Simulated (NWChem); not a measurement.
# AlF2, doublet; SMILES [Al]([F])[F]

```xyz
3

Al     0.0000     0.0000     0.5077
F     -1.4346     0.0000    -0.3311
F      1.4346     0.0000    -0.3311
```
Atoms are numbered in this order, from 1.

Level: PBE0/def2-SVP, spin-unrestricted (NWChem), optimised geometry, unscaled harmonic frequencies. In the optimisation the excess spin sits in a1 (C2v, its own frame). The spin multiplicity was typed, not searched, and may not be the lowest.

```tsv
frequency (cm⁻¹)	IR intensity (km/mol)
234	39.1
773	60.1
935	110.9
```

- zero-point energy = 2.8 kcal/mol
- thermal correction to the enthalpy at 298.15 K (with zero-point energy) = 5.5 kcal/mol
- heat capacity Cv = 8.9 cal/(mol K)
- entropy at 298.15 K and 1 atm (symmetry number 2, electronic part: spin degeneracy alone) = 63.4 cal/(mol K)
- dipole moment = 1.88 D

Rigid rotor and harmonic oscillator.
